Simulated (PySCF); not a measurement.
C2H6O2Si, neutral, multiplicity 1.

```xyz
11

Si    -1.0186    -0.0418     0.0000
O      0.4094    -0.9360     0.0000
C      0.5116    -2.3411     0.0000
H      1.0652    -2.6793    -0.8922
H      1.0652    -2.6793     0.8922
H     -0.4769    -2.8391     0.0000
O     -0.3964     1.4979     0.0000
C      0.9310     1.9885     0.0000
H      1.0894     2.6169    -0.8922
H      1.0894     2.6169     0.8922
H      1.6675     1.1697     0.0000
```

Coordinates come from a B3LYP-D3(BJ)/def2-SVP optimisation. Other conformers were not sampled.

Calculation: PBE/pcSseg-1 in PySCF. Non-relativistic, no solvent.

Computed absolute GIAO shielding of each atom: isotropic value and principal components (ppm):
```csv
atom,σ(iso),σ11,σ22,σ33,span
Si1,268.6,82.1,306.6,417.1,335.0
O2,124.0,-222.8,283.2,311.6,534.4
C3,127.7,93.9,113.6,175.7,81.8
H4,27.5,23.3,25.7,33.4,10.1
H5,27.5,23.3,25.7,33.4,10.1
H6,26.9,23.9,25.3,31.3,7.3
O7,163.8,-40.4,242.4,289.6,330.0
C8,127.5,91.5,114.2,176.8,85.2
H9,27.6,23.5,25.5,33.6,10.1
H10,27.6,23.5,25.5,33.6,10.1
H11,26.0,21.2,26.2,30.6,9.4
```
